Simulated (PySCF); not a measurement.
A calculated (PBE0, PySCF 2.14, ANO-RCC-VTZP, scalar relativity by spin-free X2C-1e) atom or ion has these occupied shells.

```json
{"shell": "1s α", "electrons": "1", "orbital energy (eV)": "-83036.7", "rms radius, mean of both spins (bohr)": "0.0187"}
{"shell": "1s β", "electrons": "1", "orbital energy (eV)": "-83036.7", "rms radius, mean of both spins (bohr)": "0.0187"}
{"shell": "2s α", "electrons": "1", "orbital energy (eV)": "-14775.7", "rms radius, mean of both spins (bohr)": "0.0756"}
{"shell": "2s β", "electrons": "1", "orbital energy (eV)": "-14775.6", "rms radius, mean of both spins (bohr)": "0.0756"}
{"shell": "2p α", "electrons": "3", "orbital energy (eV)": "-12806.2", "rms radius, mean of both spins (bohr)": "0.0694"}
{"shell": "2p β", "electrons": "3", "orbital energy (eV)": "-12806.1", "rms radius, mean of both spins (bohr)": "0.0694"}
{"shell": "3s α", "electrons": "1", "orbital energy (eV)": "-3543.5", "rms radius, mean of both spins (bohr)": "0.193"}
{"shell": "3s β", "electrons": "1", "orbital energy (eV)": "-3543.4", "rms radius, mean of both spins (bohr)": "0.193"}
{"shell": "3p α", "electrons": "3", "orbital energy (eV)": "-2968.8", "rms radius, mean of both spins (bohr)": "0.195"}
{"shell": "3p β", "electrons": "3", "orbital energy (eV)": "-2968.7", "rms radius, mean of both spins (bohr)": "0.195"}
{"shell": "3d α", "electrons": "5", "orbital energy (eV)": "-2335.7", "rms radius, mean of both spins (bohr)": "0.178"}
{"shell": "3d β", "electrons": "5", "orbital energy (eV)": "-2335.6", "rms radius, mean of both spins (bohr)": "0.178"}
{"shell": "4s α", "electrons": "1", "orbital energy (eV)": "-807.07", "rms radius, mean of both spins (bohr)": "0.424"}
{"shell": "4s β", "electrons": "1", "orbital energy (eV)": "-806.89", "rms radius, mean of both spins (bohr)": "0.424"}
{"shell": "4p α", "electrons": "3", "orbital energy (eV)": "-616.58", "rms radius, mean of both spins (bohr)": "0.452"}
{"shell": "4p β", "electrons": "3", "orbital energy (eV)": "-616.43", "rms radius, mean of both spins (bohr)": "0.452"}
{"shell": "4d α", "electrons": "5", "orbital energy (eV)": "-382.44", "rms radius, mean of both spins (bohr)": "0.482"}
{"shell": "4d β", "electrons": "5", "orbital energy (eV)": "-382.27", "rms radius, mean of both spins (bohr)": "0.482"}
{"shell": "5s α", "electrons": "1", "orbital energy (eV)": "-146.73", "rms radius, mean of both spins (bohr)": "0.958"}
{"shell": "5s β", "electrons": "1", "orbital energy (eV)": "-145.76", "rms radius, mean of both spins (bohr)": "0.958"}
{"shell": "4f α", "electrons": "7", "orbital energy (eV)": "-125.61", "rms radius, mean of both spins (bohr)": "0.529"}
{"shell": "4f β", "electrons": "7", "orbital energy (eV)": "-125.44", "rms radius, mean of both spins (bohr)": "0.529"}
{"shell": "5p α", "electrons": "3", "orbital energy (eV)": "-94.521", "rms radius, mean of both spins (bohr)": "1.10"}
{"shell": "5p β", "electrons": "3", "orbital energy (eV)": "-93.332", "rms radius, mean of both spins (bohr)": "1.10"}
{"shell": "5d α", "electrons": "5", "orbital energy (eV)": "-34.150", "rms radius, mean of both spins (bohr)": "1.52"}
{"shell": "5d β", "electrons": "4", "orbital energy (eV)": "-32.960", "rms radius, mean of both spins (bohr)": "1.52"}
{"shell": "6s α", "electrons": "1", "orbital energy (eV)": "-26.141", "rms radius, mean of both spins (bohr)": "2.48"}
```

Task: Name the element and its charge.

Result: Hg²⁺ (mercury, charge +2), in [Xe] 4f14 5d9 6s1, high-spin 3D determinant (an excited configuration).
